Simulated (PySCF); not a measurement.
## Manganese: a sound run and one with changed settings

Sound run: Mn⁺ [Ar] 3d5 4s1, Mn²⁺ [Ar] 3d5. Computed with PySCF 2.14 in aug-cc-pVDZ, with the non-relativistic Hamiltonian (point nucleus). In the sound run the correlated levels freeze [Ar]. The sound run starts from symmetry-adapted Hartree-Fock orbitals and uses a fine grid where one is needed.

Changed run: all electrons correlated in a basis built for the valence shell.

| species | method | sound run (hartree) | changed run (hartree) | converged |
| --- | --- | --- | --- | --- |
| Mn⁺ | MP2 | -1149.71652 | -1149.91353 | yes |
| Mn²⁺ | MP2 | -1149.16120 | -1149.34768 | yes |

Ionisation energy of Mn⁺:

```
 method  sound run (eV)  changed run (eV)
    UHF          14.718            14.718
    MP2          15.111            15.398
SCS-MP2          14.849            15.160
```

A valence basis has no tight correlating functions, so it recovers only part of the core correlation, and not evenly between atom and ion.

For comparison, NIST gives 15.640 eV between the lowest levels.
